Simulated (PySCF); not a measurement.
The dipole of `P1P(PP1[SiH3])[SiH3]` from its density and from atomic charges.

Coordinates (GFN2-xTB, Å) and charges (e) from the PBE0/pcSseg-1 density (PySCF):

| atom | x | y | z | Mulliken | IAO | Hirshfeld | ESP-fitted |
| --- | --- | --- | --- | --- | --- | --- | --- |
| Si1 | 3.058 | 0.134 | 0.679 | +0.4027 | +0.4197 | +0.2363 | +0.1291 |
| P2 | 0.913 | -0.559 | 0.878 | -0.3402 | -0.1303 | -0.0389 | -0.1456 |
| P3 | 0.376 | -0.456 | -1.250 | -0.0269 | +0.0184 | +0.0288 | -0.1099 |
| P4 | -1.155 | 1.058 | -0.723 | -0.2638 | -0.1217 | -0.0470 | -0.1565 |
| Si5 | -2.811 | -0.264 | 0.079 | +0.2906 | +0.4045 | +0.2456 | +0.2953 |
| P6 | 0.010 | 1.428 | 1.127 | -0.0287 | +0.0174 | +0.0286 | -0.0926 |
| H7 | 3.184 | 1.231 | -0.287 | -0.0440 | -0.1020 | -0.0718 | -0.0078 |
| H8 | 3.801 | -1.048 | 0.235 | -0.0537 | -0.0990 | -0.0711 | -0.0047 |
| H9 | 3.439 | 0.571 | 2.025 | -0.0532 | -0.0980 | -0.0708 | -0.0078 |
| H10 | -0.438 | -1.592 | -1.239 | +0.1113 | -0.0081 | -0.0147 | +0.1516 |
| H11 | -3.685 | 0.637 | 0.834 | -0.0425 | -0.0953 | -0.0687 | -0.0462 |
| H12 | -3.444 | -0.832 | -1.113 | -0.0418 | -0.0952 | -0.0689 | -0.0474 |
| H13 | -2.301 | -1.335 | 0.952 | -0.0223 | -0.1022 | -0.0727 | -0.0965 |
| H14 | -0.948 | 1.027 | 2.062 | +0.1124 | -0.0080 | -0.0146 | +0.1389 |

Task: What dipole does each set of charges give (1 e·Å = 4.803 D), and what does the density give?

Result: The full density gives (-0.69, -1.12, 0.78) D, 1.53 D in size; dipole vectors point from the negative to the positive end.

```tsv
scheme	μx	μy	μz	size (D)	share of the full size (%)	angle to the full dipole (°)
Mulliken	0.32	-0.93	0.80	1.26	83	42
IAO	0.30	-0.04	0.08	0.31	20	102
Hirshfeld	-0.01	0.15	-0.12	0.19	13	149
ESP-fitted	-0.68	-0.94	0.65	1.33	87	4
```

Task: Which set comes closest?

Result: Length of the difference vector: ESP-fitted 0.21 D, Mulliken 1.04 D, IAO 1.62 D, Hirshfeld 1.70 D. Closest: ESP-fitted. The schemes that divide the density aren't constrained to reproduce the dipole.

Task: What is left for the Hirshfeld atoms' own dipoles?

Result: The Hirshfeld atoms' densities add up to the full density, so μ = Σ q r + Σ (atomic dipoles). The atomic dipoles sum to (-0.69, -1.12, 0.78) − (-0.01, 0.15, -0.12) = (-0.68, -1.27, 0.90) D, 1.70 D in size.

Task: With the origin at the mean of the coordinates, (0.000, 0.000, 0.304) Å, which are the largest single terms, by size, of the IAO dipole along the direction of the full one?

Result: Si5 +2.64, Si1 -2.62, H7 +1.30, H13 -1.15, H11 -0.68 D; all 14 atoms together -0.06 D. The single terms depend on the origin, their sum doesn't.

Task: Give the size of the full dipole in other units.

Result: 1.53 D = 0.601 au = 0.318 e·Å = 5.09 × 10⁻³⁰ C·m.

Isolated species at its GFN2-xTB geometry (one conformer only).

These values come from a run that also computed NMR shieldings. Hardware: one thread, Arm Neoverse V1 (aarch64), on a shared host. Cost: 37 s (with the writing of density and orbital grids), 0.84 GiB resident at most.
